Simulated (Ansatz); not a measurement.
Rb2F⁻. Charge -1, multiplicity 3. Geometry r2SCAN-D4/def2-TZVP, that of the neutral doublet; atoms count from 1.

| atom | x (Å) | y (Å) | z (Å) |
| --- | --- | --- | --- |
| Rb1 | 0.261 | 1.256 | -1.803 |
| Rb2 | -0.286 | -1.816 | 1.232 |
| F3 | 0.025 | 0.560 | 0.571 |

In the def2 sets Rb takes a core potential; there is no spin–orbit coupling. The highest occupied level of the charge -1 triplet lies above zero (up to 0.28 eV). By energy differences its removal costs 0.48 eV (vertical, to the charge 0 doublet, at PBE0-D4/def2-TZVPD); a positive level beside a positive removal energy at the same level points to self-interaction error. The structure comes from a short search, and lower isomers may exist.

Question: Estimate the Mulliken populations from the PBE0/def2-TZVPD orbitals of Ansatz.

Answer: 
```
atom  charge (e)  spin (α − β)
 Rb1       -0.03          1.00
 Rb2       -0.03          1.00
  F3       -0.94          0.01
```
Mulliken values and Mayer orders depend strongly on the basis. With diffuse functions, as here, like atoms can get unlike values, and bond orders can come out too low or too high.

Question: Where does the spin sit?

Answer: Summed by element: Rb 1.99, F 0.01, of 2 unpaired in all. Largest on single atoms: Rb1 1.00, Rb2 1.00, F3 0.01.
